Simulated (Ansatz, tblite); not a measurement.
Spin states of the cluster Ge₃⁻ (the lowest doublet isomer of a short search), each relaxed with B3LYP-D4/def2-TZVPD in Ansatz. Electronic energies in the gas phase.

The 6-31G sets use Cartesian d functions. The xTB rows come from tblite. B3LYP takes the VWN-RPA correlation. Correlated methods freeze 27 core orbitals; core or outer-core shells of Ge are correlated, in sets that lack core-valence functions. The rows differ in basis, and correlated rows in double-zeta sets carry the largest basis error. In CCSD on the charge -1 quartet the largest single amplitude is 0.20, so its Hartree–Fock determinant may place the open shell otherwise than the density functionals do. The structure comes from a short search, and lower isomers may exist.

Doublet geometry (C2v within 0.1 Å):

```xyz
3

Ge    1.0875   -0.9863    0.0469
Ge   -0.9060   -0.0400    0.9886
Ge   -0.1815    1.0263   -1.0356
```

Quartet geometry (C2v within 0.1 Å):

```tsv
atom	x (Å)	y (Å)	z (Å)
Ge1	0.896	-0.454	1.151
Ge2	0.624	0.574	-1.046
Ge3	-1.520	-0.119	-0.105
```

⟨S²⟩: doublet 0.76 at PBE0-D4/def2-TZVPD (pure 0.75), quartet 3.84 at PBE0-D4/def2-TZVPD (pure 3.75).

Run but left out: HF/6-31G, HF/def2-SVPD, HF/def2-TZVPD, PBE-QIDH/def2-TZVPD, MP2/def2-SVPD, MP2/def2-TZVPD (quartet: ⟨S²⟩ 4.04 to 4.26, where a pure state has 3.75).

Only these spin states were relaxed.

| level | quartet − doublet (kJ/mol) | lowest of these | remarks |
| --- | --- | --- | --- |
| GFN1-xTB | 150.0 | doublet | – |
| GFN2-xTB | 186.7 | doublet | – |
| LDA (SPW92)/def2-TZVPD | 146.2 | doublet | HOMO above zero (doublet), HOMO above zero (quartet) |
| PBE-D4/def2-TZVPD | 129.6 | doublet | HOMO above zero (doublet), HOMO above zero (quartet) |
| revPBE-D4/def2-TZVPD | 125.4 | doublet | HOMO above zero (doublet), HOMO above zero (quartet) |
| r2SCAN-D4/def2-TZVPD | 125.8 | doublet | HOMO above zero (doublet), HOMO above zero (quartet) |
| B3LYP-D4/6-31G | 129.3 | doublet | HOMO above zero (quartet) |
| PBE0-D4/def2-TZVPD | 128.8 | doublet | HOMO above zero (quartet) |
| r2SCAN0-D4/def2-TZVPD | 122.9 | doublet | HOMO above zero (quartet), spin-contaminated (⟨S²⟩ 3.91) (quartet) |
| RPA@PBE/def2-TZVPD | 134.3 | doublet | – |
| CCSD/def2-SVPD | 122.8 | doublet | spin-contaminated (⟨S²⟩ 4.26) (quartet) |
| CCSD(T)/def2-SVPD | 130.3 | doublet | spin-contaminated (⟨S²⟩ 4.26) (quartet) |

Change of the quartet − doublet gap on mixing in exact exchange, in kJ/mol: PBE to PBE0 (25 % exact exchange) -0.8; r2SCAN to r2SCAN0 (25 % exact exchange) -2.9.

The xTB methods have no spin-polarisation term.
